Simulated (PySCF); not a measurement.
ClFH₃NOSi. Atoms are numbered in the order given.

```xyz
8

N      0.3768     1.1413     1.4234
Si     0.1717    -0.0900     0.2690
O      1.6075    -0.6814    -0.2535
F     -0.7178    -1.2174     1.0040
Cl    -0.8350     0.4254    -1.4375
H      0.8860     1.9848     1.1853
H     -0.3768     1.3358     2.0735
H      2.2447    -0.8742     0.4420
```
Charge 0, spin multiplicity 1.

Coordinates come from a PBE0-D3(BJ)/def2-SVP optimisation. The structure was generated by enumeration; whether it is a known compound was not checked. Other conformers were not sampled.

Computed with PBE/pcSseg-1 in PySCF.

GIAO shieldings, no solvent; atoms listed in one row are averaged. δ = σ(ref) − σ: ¹⁵N against NH3 (σ = 267.0 ppm); ²⁹Si against TMS (σ = 335.4 ppm); ¹⁷O against H2O (σ = 334.3 ppm); ¹⁹F against CFCl3 (σ = 133.6 ppm); ³⁵Cl against HCl (σ = 936.5 ppm); ¹H against TMS (σ = 31.49 ppm), references at their B3LYP-D3(BJ)/def2-TZVP geometries, non-relativistic (without spin–orbit terms, shifts of atoms bonded to Cl or Br come out too high).

```
nucleus  atoms  count  δ (ppm)
-------  -----  -----  -------
¹⁵N         N1      1     39.0
²⁹Si       Si2      1    -36.4
¹⁷O         O3      1     78.5
¹⁹F         F4      1   -155.2
³⁵Cl       Cl5      1     58.8
¹H          H8      1     2.40
¹H          H7      1     1.32
¹H          H6      1     1.02
```
